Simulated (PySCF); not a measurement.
GaFBr₂, SMILES [Ga]([F])([Br])[Br]. Heavy atoms are numbered as in [Ga:1]([F:2])([Br:3])[Br:4].

The structure is a stationary point at ωB97X-D3(BJ)/def2-SVP. The structure was generated by enumeration; whether it is a known compound was not checked.

The numbers are results of B3LYP/pcSseg-1 in PySCF, not measurements.

GIAO shieldings, no solvent; atoms alike by connectivity are averaged. δ = σ(ref) − σ: ¹⁹F against CFCl3 (σ = 161.7 ppm), references at their B3LYP-D3(BJ)/def2-TZVP geometries, non-relativistic (without spin–orbit terms, shifts of atoms bonded to Cl or Br come out too high).

Computed chemical shifts:
```tsv
nucleus	atoms	count	δ (ppm)
¹⁹F	F2	1	-95.0
```
